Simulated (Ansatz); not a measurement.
Ideal-gas functions of CH5ClSSn (`C[S][SnH2][Cl]`) at 600 K and 1 bar, from an Ansatz frequency run at PBE0-D4/def2-TZVP.

Molar mass 203.28 g/mol, point group C1 (symmetry number 1), electronic degeneracy 1, moments of inertia 160.851, 322.506, 435.687 u Å². Harmonic wavenumbers (cm⁻¹, unscaled): 45, 106, 137, 171, 361, 368, 406, 519, 624, 676, 723, 974, 984, 1350, 1468, 1476, 1952, 1982, 3064, 3156, 3161.

Use S(trans) = R[1.5 ln M + 2.5 ln T − 1.1517]; rotational temperatures θ = 24.2544 K / I; S(rot) = R[ln(√π/σ · √(T³/θAθBθC)) + 1.5]; for each mode x = 1.438777 ν̃/T, S = R[x/(eˣ − 1) − ln(1 − e⁻ˣ)] and H = RT x/(eˣ − 1); 1 cm⁻¹ = 0.0119627 kJ/mol; R = 8.31446 J/(mol·K).

Q: By hand: the entropy, in J/(mol·K).

A: Translation 189.7. Rotation: θ = 0.1508, 0.0752, 0.0557 K, giving 127.6. Vibration, mode by mode: 26.83, 19.73, 17.61, 15.78, 9.77, 9.62, 8.86, 7.01, 5.70, 5.15, 4.71, 2.93, 2.87, 1.43, 1.14, 1.12, 0.44, 0.42, 0.04, 0.04, 0.04, in all 141.2. Electronic 0.0. Sum 458.5 J/(mol·K).

Q: By hand: H − E and G − E in kJ/mol, counted from the electronic energy.

A: Zero-point energy ½ × 23703 × 0.0119627 = 141.8; thermal vibration 39.7; translation, rotation and pV give 4 RT = 20.0. H − E = 201.5 kJ/mol, and G − E = 201.5 − 600 × 458.5/1000 = -73.6 kJ/mol.

Vibration gives 31 % of the entropy, 64.2 J/(mol·K) of it from the modes under 150 cm⁻¹: soft modes count most, and the harmonic formula is weakest for them. The sum counts one conformer and one mirror image; others add a mixing term.
